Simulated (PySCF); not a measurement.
## `InChI=1S/C5H3NS/c6-3-5-1-2-7-4-5/h1-2,4H`

Geometry:
```
atom   x (Å)   y (Å)   z (Å)
  N1  -3.080  -0.526   0.055
  C2  -1.947  -0.280   0.021
  C3  -0.552   0.011  -0.020
  C4   0.478  -0.977   0.094
  C5   1.725  -0.424   0.022
  S6   1.659   1.280  -0.182
  C7  -0.046   1.286  -0.174
  H8   0.283  -2.042   0.222
  H9   2.687  -0.932   0.078
 H10  -0.609   2.212  -0.282
```

Computed, not measured: quadratic response CAM-B3LYP/def2-TZVPD first hyperpolarisability, Taylor convention, gas phase (PySCF 2.14.0). Geometry: PBE0-D3(BJ)/def2-SVP.

(1) Give the tensor of the second harmonic β(−2ω;ω,ω) at 1907 nm in the axes of these coordinates.

Answers

(1) In au, Taylor convention; rows are the first index (the induced dipole):
```
      xx     yy     zz     xy     xz     yz
x  +82.0  -39.7  -45.6   -0.7   -0.7   -0.8
y   +1.2  -52.5  -19.8  -39.6   -0.8   +1.7
z   -0.9   +1.8   +7.7   -0.8  -45.5  -19.5
```
Norm of βᵢ = ⅓ Σⱼ (βᵢⱼⱼ + βⱼᵢⱼ + βⱼⱼᵢ): 72.8 au, hyper-Rayleigh value 49.6 au.
